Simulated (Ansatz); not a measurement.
Reaction (formal exchange of groups at a Ti–C bond): `C#[C][Ti]([OH])([OH])[OH]` + `C=CC` → `[CH3][Ti]([OH])([OH])[OH]` + `C#CC=C`

Program: Ansatz. Geometries: PBE0-D4/def2-TZVP. ΔE: electronic, gas phase. CCSD(T)/CBS is the MP2 limit (def2-TZVPP, def2-QZVPP) plus CCSD(T) − MP2 in def2-TZVPP, frozen cores. Functionals use def2-TZVPP. B3LYP here is the variant with VWN-RPA as its local correlation; programs differ in this. For Ti outer-core shells are correlated without core-valence functions, which leaves a few kJ/mol of doubt a bond. Scalar relativity is left out up to krypton. One conformer a species, not always the lowest.

```csv
level,ΔE (kcal/mol)
r2SCANh-D4,6.4
B2PLYP,7.7
r2SCAN,6.5
B3LYP,6.3
```

Question: What does CCSD(T)/CBS give? (An estimate is asked.)

Answer: Computed: +6.9 kcal/mol. The listed levels differ from it by -0.5, 0.8, -0.4, -0.6 kcal/mol.

Question: What do rigid-rotor, harmonic-oscillator terms from PBE0-D4/def2-TZVP frequencies (298.15 K, 1 bar) make of the CCSD(T)/CBS value? (Best estimate.)

Answer: Computed: ΔZPE = -1.5 kcal/mol, ΔH = +5.6 kcal/mol, ΔS = 7 J/(mol·K), ΔG = +5.1 kcal/mol.

Largest T1 diagnostic among the species: 0.024, so the coupled-cluster value is less sure than usual.

Leaving LDA and LC-ωPBE aside and taking each functional with its dispersion term where it has one, the values, not all of them listed here, spread over 1.7 kcal/mol, from PBE-D4 to B2PLYP. LDA lies −1.6 kcal/mol from PBE without D4. At CCSD(T), def2-SVP lies +4.7 kcal/mol from the extrapolated value and def2-TZVPP +1.9 kcal/mol.
